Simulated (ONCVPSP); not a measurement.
silver (Ag), ONCV: configuration errors across variants

```
Element                 : silver (Ag)
Generator               : ONCVPSP 4.0.1
Type                    : optimised norm-conserving Vanderbilt (ONCV)
Functional              : PBE
Relativity              : scalar-relativistic
Frozen core             : [Ar] 3d10
Valence charge          : 19
Reference configuration : 4s2 4p6 4d9 5s2
Partial waves           : 4s+5s: rc 1.70 bohr, ncon 3, nbas 7, qcut 7.8 1/bohr, 2 projectors; 4p: rc 1.45 bohr, ncon 5, nbas 9, qcut 12 1/bohr, 2 projectors, debl 1.8 Ha; 4d: rc 1.45 bohr, ncon 3, nbas 7, qcut 9 1/bohr, local
Local potential         : the d channel
Core correction         : Teter function, fcfact 1.75, rcfact 1.7
```

In the p channel the program set the typed energies aside and used -2.299, 0.250 Ha.

All-electron excitation energies from the reference (eV): (1) 4s2 4p6 4d10 5s1 -4.077; (2) 4s2 4p6 4d10 5s0 3.681; (3) 4s2 4p6 4d9 5s0 25.795; (4) 4s2 4p6 4d9 5s1 5p1 4.496.

A true bound ghost makes a file unfit for plane-wave use even where its test errors are small: the radial tests pick states by their node count and pass the ghost by.

Errors AE − PS in meV (a dash: test not solved or not reliable):

```csv
change,(1),(2),(3),(4),bound ghosts,GHOST(+) flags above zero
base,-3.9,-8.4,-9.1,-6.1,p,none
s: qcut 4.9,-3.8,-8.9,-10.0,-6.0,p,none
s: qcut 6.8,-4.2,-9.4,-10.0,-6.2,p,none
s: qcut 8.5,-3.6,-7.5,-8.3,-6.0,p,s
s: qcut 9.9,-3.0,-6.0,-6.9,-5.8,p,s
s: qcut 10.4,-2.9,-5.7,-6.6,-5.8,p,s
s: qcut 11.5,-2.7,-5.1,-6.1,-5.7,p,s
```

Problem. Give the same row for: s: qcut 5.6.

Solution. -4.1, -9.6, -10, -6.2; bound ghosts: p; GHOST(+) flags above zero: none.
